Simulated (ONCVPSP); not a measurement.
u(r) = r·R(r): atom against pseudo-atom (Ga (Z = 31))

Columns: radius, all-electron u(r) and pseudo u(r) of the 3p shell (level -119.20 eV) of gallium in the configuration [Ne] 3s2 3p6 3d10 4s1; PBE, scalar-relativistic, ONCV scheme, ONCVPSP 4.0.1.

```tsv
r (bohr)	all-electron	pseudo
0.053	-0.4123	0.0322
0.105	-0.6872	0.1220
0.158	-0.5742	0.2629
0.210	-0.2334	0.4345
0.262	0.1758	0.6218
0.315	0.5628	0.8105
0.368	0.8726	0.9804
0.420	1.0900	1.1164
0.473	1.2282	1.2158
0.525	1.2949	1.2717
0.578	1.3091	1.2886
0.630	1.2834	1.2700
0.683	1.2298	1.2230
0.735	1.1600	1.1573
0.788	1.0787	1.0781
0.840	0.9943	0.9944
0.893	0.9075	0.9077
0.945	0.8243	0.8243
0.998	0.7432	0.7431
1.050	0.6684	0.6683
1.102	0.5988	0.5987
1.155	0.5335	0.5335
1.208	0.4740	0.4740
1.260	0.4211	0.4211
1.313	0.3724	0.3724
1.365	0.3296	0.3295
```

(1) How many radial nodes do the two functions have?

(2) At about which radius was the pseudo-wave matched?

(3) Where does each function peak?

(4) Is the pseudo-wave norm-conserving?

## Answers

(1) The all-electron 3p function has n − l − 1 = 1; the pseudo-wave has 0, since the states of the same l below it are removed with the core.

(2) 1.05 bohr. The columns agree to 0.0005 from 0.84 bohr on; several derivatives are matched, so the curves merge somewhat inside the radius.

(3) Outermost all-electron maximum near 0.58 bohr, pseudo maximum near 0.58 bohr (to the table’s step).

(4) Yes: the ONCV scheme keeps the norm inside the radius equal to the all-electron one, which fixes the energy derivative of the logarithmic derivative at the level.
